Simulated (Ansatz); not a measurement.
Total energies of H3SeSi (`[SiH2][SeH]`) radical.

Z-matrix (Å, degrees):
```
Si
Se 1 2.272
H 1 1.492 2 111.1
H 1 1.489 2 104.9 3 119.1
H 2 1.469 1 93.1 3 51.6
```

The species carries charge 0 and has multiplicity 2. Correlated methods include outer-core shells of Se, which these sets cover unevenly. Scalar relativity is left out up to krypton. Geometry: relaxed with PBE0-D4/def2-TZVP. Basis def2-TZVPP, Ansatz.

RPA on PBE orbitals: Hartree–Fock energy of these orbitals -2690.48019 Eh, correlation -0.65574 Eh (frozen core).

```csv
functional,kind,energy without D4 (Eh),D4 term (kJ/mol)
PBE,GGA,-2692.31528,-9.3
BLYP,GGA,-2692.85953,-20.4
r2SCAN,meta-GGA,-2692.79278,-1.9
B97M-V,meta-GGA with VV10,-2692.31553,–
B3LYP,"global hybrid, 20 %",-2692.89000,-15.4
HSE06 (plane-wave form),screened hybrid,-2692.41858,-7.3
LC-ωPBE,long-range corrected hybrid,-2692.40863,–
ωB97X-V,range-separated hybrid GGA with VV10,-2692.55759,–
ωB97M-V,range-separated hybrid meta-GGA with VV10,-2692.65945,–
B2PLYP,double hybrid,-2692.32501,–
```

Task: Give the same for LDA (SPW92), revPBE, PBE0, r2SCANh, r2SCAN0, BHLYP, CAM-B3LYP, PBE-QIDH. (Estimate.)

Result: Ansatz gave: 
```
 functional                                kind  energy without D4 (Eh)  D4 term (kJ/mol)
LDA (SPW92)                                 LDA             -2688.21793                 –
     revPBE                                 GGA             -2692.57426             -25.3
       PBE0  global hybrid, 25 % exact exchange             -2692.42241              -7.8
    r2SCANh               meta-GGA hybrid, 10 %             -2692.78810              -2.1
    r2SCAN0               meta-GGA hybrid, 25 %             -2692.78186              -2.4
      BHLYP                 global hybrid, 50 %             -2692.81544             -13.5
  CAM-B3LYP              range-separated hybrid             -2692.95530              -8.0
   PBE-QIDH                       double hybrid             -2692.01689                 –
```

B3LYP takes the VWN-RPA correlation (the form of Gaussian; ORCA's B3LYP/G). HSE06 is the plane-wave form, built on full-range PBE exchange. The double hybrids freeze the cores in their second-order part.

LC-ωPBE has ω = 0.4 bohr⁻¹.
